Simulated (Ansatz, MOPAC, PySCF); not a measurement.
Molecule: BPH3 (charge 0, doublet). SMILES: B[PH]
Geometry from a B3LYP-D3(BJ)/def2-TZVP (Ansatz, a program for electronic structure) optimisation:
```
B
H 1 1.1911
H 1 1.1923 2 119.35
P 1 1.8822 2 120.50 3 -174.07
H 4 1.4238 1 96.61 2 -142.94
```
Charge 0, spin multiplicity 2.

Property: size of the dipole moment, in D. Terms: non-relativistic; open shells spin-unrestricted; 6-311+G** with 5d, 6d on Na to Ar in Ansatz; spin-orbit terms left out; six Cartesian d functions in 6-31G* and its kin unless marked 5d; no dispersion term unless named. First-principles rows: single points at B3LYP-D3(BJ) geometries (Ansatz). Semi-empirical rows: dipoles at the shared geometry.

```csv
level,program,size of the dipole moment (D)
AM1,MOPAC,2.65
SVWN5/6-31G*,Ansatz,0.78
PBE/6-311+G**,Ansatz,0.67
B3LYP/6-31G*,Ansatz,0.72
B3LYP/6-31G**,Ansatz,0.72
PBE0/6-311+G**,Ansatz,0.71
M06-2X/6-31G* (5d),PySCF,0.74
```

No value to compare with is used here. The 7 habitual levels span 0.67 (PBE/6-311+G**) to 2.65 D (AM1).

The levels are drawn from those run, B3LYP/6-31G* more often than the rest, none by its result; runs whose electronic state is in doubt are left out.
